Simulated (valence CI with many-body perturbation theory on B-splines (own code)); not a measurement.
**Tb XXXV: electric-dipole lines**

Computed by configuration interaction combined with many-body perturbation theory (CI+MBPT): three valence electrons over a frozen Dirac-Fock core [Ar] 3d10, radial functions for each j: 11 s, 11 p, 10 d, 8 f, 5 g, 2 h, with the one-electron correlation potential Σ1, the two-electron term Σ2, the three-electron term Σ3, Breit, model QED; selected CI, second order for the rest, scaled by the run's own slope (own B-spline code, finite nucleus).

The last digits are not significant, and no measured levels were compared; by estimate large intervals hold to a few tenths of a per cent, small ones and those within an open d or f shell to about a per cent.

Lines 201 to 250 of 525 in falling wavelength, among levels below 42.106 Ry, chosen from the strongest by gf and those to the six lowest levels. Wavelengths and rates use the calculated energies. Electric multipoles are in the length gauge with retardation, E1 and E2 with the static RPA response of the core. Weak lines are less certain than strong ones. Lines between different terms over intervals too small for the method are left out, as are lines whose strength nearly cancels. Where a level lies close to another of its J and parity, the split of strength between their lines is uncertain. The highest levels of a list are the least certain.

Levels are named by their leading jj configuration (3d3/2^4 stands for four electrons in 3d with j = 3/2), which in mixed levels can hold well under half, so a name can repeat and another be missing. Letters in brackets count levels of one name in rising energy.

```tsv
λ vac (Å)	Upper	Lower	A (s⁻¹)	S (a.u.)
89.86	(4s 4p3/2^2) J=3/2	(4s^2 4p3/2) J=3/2	4.16e+11	5.96e-01
89.85	(4p1/2^2 4f7/2) J=7/2	(4p1/2^2 4d5/2) J=5/2	9.01e+10	2.58e-01
89.77	(4s 4d3/2 4f7/2) J=9/2 [b]	(4s 4d5/2^2) J=9/2	2.68e+11	9.57e-01
89.70	(4s 4d3/2 4d5/2) J=3/2 [b]	(4s 4p3/2 4d3/2) J=3/2 [b]	1.61e+11	2.29e-01
89.69	(4p1/2 4p3/2 4f7/2) J=7/2 [a]	(4p1/2 4p3/2 4d5/2) J=5/2 [a]	8.87e+10	2.53e-01
89.69	(4p3/2^2 4d5/2) J=1/2	(4p3/2^3) J=3/2 [a]	4.34e+11	3.09e-01
89.67	(4p3/2^3) J=3/2 [b]	(4s 4p3/2^2) J=3/2	5.24e+11	7.46e-01
89.65	(4s 4p3/2 4d5/2) J=5/2 [a]	(4s 4p3/2^2) J=5/2	2.40e+11	5.12e-01
89.65	(4p1/2 4d3/2 4d5/2) J=7/2 [b]	(4p1/2 4p3/2 4d5/2) J=7/2 [a]	1.27e+11	3.61e-01
89.61	(4p3/2 4d5/2^2) J=9/2	(4p3/2^2 4d5/2) J=9/2	1.51e+11	5.37e-01
89.57	(4p3/2 4d3/2 4d5/2) J=1/2 [b]	(4p3/2^2 4d3/2) J=3/2 [b]	2.09e+11	1.49e-01
89.51	(4p1/2 4p3/2 4f7/2) J=3/2	(4p1/2 4p3/2 4d5/2) J=3/2 [b]	7.81e+10	1.11e-01
89.51	(4s 4p1/2 4d3/2) J=1/2	(4s 4p1/2 4p3/2) J=3/2 [a]	6.69e+09	4.73e-03
89.39	(4p1/2 4p3/2 4f7/2) J=7/2 [b]	(4p1/2 4p3/2 4d5/2) J=7/2 [b]	4.52e+10	1.28e-01
89.38	(4s 4d3/2 4d5/2) J=1/2	(4s 4p3/2 4d3/2) J=1/2 [b]	3.63e+11	2.56e-01
89.38	(4p3/2^2 4f7/2) J=11/2	(4s 4d5/2^2) J=9/2	4.76e+10	2.01e-01
89.32	(4s 4p1/2 4f7/2) J=5/2	(4s 4p1/2 4d5/2) J=3/2	3.73e+11	7.88e-01
89.30	(4s 4p1/2 4f7/2) J=7/2 [c]	(4s 4p1/2 4d5/2) J=5/2 [b]	2.62e+11	7.36e-01
89.17	(4p3/2^2 4d5/2) J=3/2	(4p3/2^3) J=3/2 [a]	1.44e+11	2.02e-01
89.15	(4s 4d3/2 4d5/2) J=5/2 [b]	(4s 4p3/2 4d3/2) J=7/2	4.75e+10	9.97e-02
89.13	(4s 4p1/2 4d3/2) J=3/2 [b]	(4s 4p1/2 4p3/2) J=3/2 [a]	6.57e+10	9.18e-02
88.99	(4p3/2^2 4f7/2) J=9/2	(4s 4d3/2 4d5/2) J=7/2 [a]	4.22e+10	1.47e-01
88.92	(4s 4d3/2 4d5/2) J=5/2 [c]	(4s 4p3/2 4d5/2) J=5/2 [a]	1.18e+11	2.45e-01
88.91	(4s 4d5/2^2) J=9/2	(4s 4p3/2 4d5/2) J=9/2	2.86e+11	9.92e-01
88.89	(4s 4d5/2^2) J=9/2	(4s 4p3/2 4d3/2) J=7/2	2.85e+10	9.89e-02
88.86	(4s 4p1/2 4f7/2) J=9/2	(4s 4p1/2 4d5/2) J=7/2	1.57e+11	5.45e-01
88.85	(4s 4d5/2^2) J=7/2	(4s 4p3/2 4d5/2) J=7/2 [b]	3.10e+11	8.59e-01
88.79	(4p3/2 4d5/2^2) J=7/2 [a]	(4p3/2^2 4d5/2) J=7/2	4.05e+10	1.12e-01
88.65	(4s 4p3/2 4f5/2) J=3/2 [b]	(4p3/2^3) J=3/2 [b]	3.14e+11	4.32e-01
88.60	(4s 4d3/2 4d5/2) J=3/2 [a]	(4s 4p3/2 4d3/2) J=1/2 [a]	1.09e+11	1.49e-01
88.58	(4p1/2 4p3/2 4d5/2) J=5/2 [b]	(4p1/2 4p3/2^2) J=3/2	1.19e+11	2.44e-01
88.51	(4s 4d3/2 4f7/2) J=7/2	(4s 4d3/2 4d5/2) J=7/2 [a]	8.10e+10	2.22e-01
88.48	(4s 4p1/2 4f7/2) J=7/2 [b]	(4s 4p1/2 4d5/2) J=7/2	6.35e+10	1.74e-01
88.45	(4p1/2 4p3/2 4f7/2) J=5/2 [a]	(4p1/2 4p3/2 4d5/2) J=3/2 [a]	1.20e+11	2.46e-01
88.44	(4p1/2 4p3/2 4f5/2) J=5/2 [b]	(4p1/2 4p3/2 4d3/2) J=3/2 [b]	6.07e+10	1.24e-01
88.36	(4s 4d3/2 4d5/2) J=3/2 [a]	(4s 4p3/2 4d3/2) J=3/2 [a]	1.21e+11	1.65e-01
88.32	(4p3/2^2 4d5/2) J=5/2 [a]	(4p3/2^3) J=3/2 [a]	1.32e+11	2.69e-01
88.31	(4s 4d5/2^2) J=5/2	(4s 4p3/2 4d5/2) J=5/2 [a]	2.00e+11	4.08e-01
88.29	(4s 4p1/2 4d5/2) J=3/2	(4s 4p1/2 4p3/2) J=3/2 [b]	1.08e+11	1.47e-01
88.27	(4p1/2 4p3/2 4f5/2) J=3/2 [b]	(4p1/2 4p3/2 4d5/2) J=3/2 [a]	6.79e+10	9.22e-02
88.27	(4s 4d3/2 4d5/2) J=5/2 [c]	(4s 4p3/2 4d3/2) J=3/2 [b]	7.67e+10	1.56e-01
88.22	(4s 4p3/2 4d5/2) J=3/2	(4s 4p3/2^2) J=1/2	2.13e+11	2.89e-01
88.19	(4s 4d3/2 4d5/2) J=5/2 [b]	(4s 4p3/2 4d3/2) J=5/2 [a]	1.61e+11	3.27e-01
88.15	(4s 4d5/2^2) J=1/2	(4s 4p3/2 4d5/2) J=1/2	2.15e+11	1.45e-01
88.10	(4s 4p3/2 4f5/2) J=7/2 [b]	(4s 4p3/2 4d5/2) J=5/2 [b]	4.57e+11	1.23e+00
88.07	(4p3/2 4d3/2 4d5/2) J=5/2 [c]	(4p3/2^2 4d3/2) J=5/2	1.02e+11	2.06e-01
88.06	(4s 4d5/2^2) J=3/2	(4s 4p3/2 4d5/2) J=1/2	1.61e+11	2.17e-01
88.04	(4s 4d3/2 4d5/2) J=5/2 [b]	(4s 4p3/2 4d3/2) J=3/2 [a]	6.73e+10	1.36e-01
87.97	(4s 4p1/2 4f7/2) J=7/2 [b]	(4s 4p1/2 4d5/2) J=5/2 [a]	2.08e+11	5.59e-01
87.95	(4s 4p3/2 4f7/2) J=9/2 [a]	(4s 4p3/2 4d3/2) J=7/2	3.11e+10	1.04e-01
```
